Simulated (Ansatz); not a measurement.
Basis-set extrapolation for CH₂ClNOSi, SMILES `O[SiH]1N=C1Cl` (PBE0-D4/def2-TZVP geometry, frozen core, Ansatz). Multiplicity 1, RHF reference.

|  | def2-TZVPP | def2-QZVPP |
| --- | --- | --- |
| HF | -916.873548 | -916.903432 |
| MP2 correlation | -0.885794 | -0.957323 |
| CCSD(T) correlation | -0.953146 | not run |

Energies in hartree. Use E(X) = E(∞) + A·exp(−7.88·√X) for Hartree–Fock and E(X) = E(∞) + B·X^(−2.97) for correlation, with X = 3 and 4, and add CCSD(T) minus MP2 of the smaller set to the MP2 limit.

Task: What is the CCSD(T) energy at the basis-set limit?

Result: HF limit: -916.903432 + (-0.029884) × 0.13774 = -916.90755. MP2 limit: -0.957323 + (-0.071529) × 0.74074 = -1.01031. Higher-order term: -0.953146 − (-0.885794) = -0.06735. Total: -917.98521 hartree, 99.5 kcal/mol below CCSD(T)/def2-TZVPP.
